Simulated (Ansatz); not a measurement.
C2H7NSSi, SMILES `[SiH3]C1NCS1` at its PBE0-D4/def2-TZVP geometry, where that method's forces vanish. Charge 0, multiplicity 1.

```xyz
12

Si    0.9276   -1.1069   -1.0483
C     0.4818   -0.2382    0.5696
N    -0.9808   -0.0914    0.7316
C    -1.0507    1.3123    0.3160
S     0.7614    1.5875    0.4514
H     0.1702   -0.4643   -2.1510
H     2.3881   -0.9676   -1.2904
H     0.5795   -2.5526   -0.9750
H     0.9769   -0.6873    1.4335
H    -1.2112   -0.1558    1.7159
H    -1.3903    1.4144   -0.7167
H    -1.6525    1.9501    0.9634
```

(1) What forces (eV/Å) does PBE-D4/def2-TZVPP give on these atoms in Ansatz? (Estimate.)

## Answers

(1) The calculation gave: 
```
Si1  0.025 -0.033 -0.042
C2   0.124 -0.162 -0.025
N3  -0.291 -0.317 -0.158
C4  -0.136  0.115 -0.039
S5   0.436  0.437  0.001
H6  -0.077  0.067 -0.113
H7   0.151  0.012 -0.033
H8  -0.035 -0.156  0.000
H9   0.109 -0.103  0.177
H10 -0.088 -0.033  0.340
H11 -0.082  0.034 -0.237
H12 -0.135  0.140  0.129
```
